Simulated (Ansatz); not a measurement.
Ansatz (a quantum-chemistry and plane-wave program) input (wB97M-V/def2-QZVPPD): A basis named .json is the Basis Set Exchange file of that set (core-valence sets with the plain set on hydrogen).

Ansatz 0.2 input:
```yaml
crystal:
  periodic: [false, false, false]
  atoms:
    - {symbol: F, position_ang: [0.95033415, 0.54843545, -0.10254669]}
    - {symbol: H, position_ang: [0.28772715, 0.35643342, 0.53345652]}
    - {symbol: C, position_ang: [-1.80279394, -0.25200998, 2.54046314]}
    - {symbol: N, position_ang: [-0.99629622, -0.01655883, 1.76607118]}
    - {symbol: H, position_ang: [-2.55621052, -0.47198882, 3.26388959]}
basis:
  gaussian:
    orbitals: def2-QZVPPD.json
hamiltonian:
  xc: {name: wB97M-V}
magnetization: {spin_polarized: false}
```

Output:

```
Functional definition: wB97M-V
integrals: 0.14 GiB planned
702 factors; their error is unknown
integrals: 0.18 GiB planned
211 factors; integrals over basis functions are off by at most 3.0e-5 eV
mean field: 1.40 GiB planned
mean field evaluation 1: about -5273.1931 eV, gradient 4.6e1 eV
mean field evaluation 2: about -5272.3401 eV, gradient 5.3e1 eV
mean field evaluation 4: about -5276.7377 eV, gradient 3.2e0 eV
mean field evaluation 8: about -5276.7571 eV, gradient 2.3e-2 eV
mean field -5276.75705426 eV, -193.9172450298 hartree, gradient 1.5e-5 eV, S^2 0.000000; 0 other end points of the search recorded, 0 dependent functions left out
reference -5276.75711100 eV, -193.9172471150 hartree; 12, 12 occupied and 246, 246 virtual orbitals, 702 factors
Total energy: -5276.75711100 eV, -193.9172471150 hartree
```
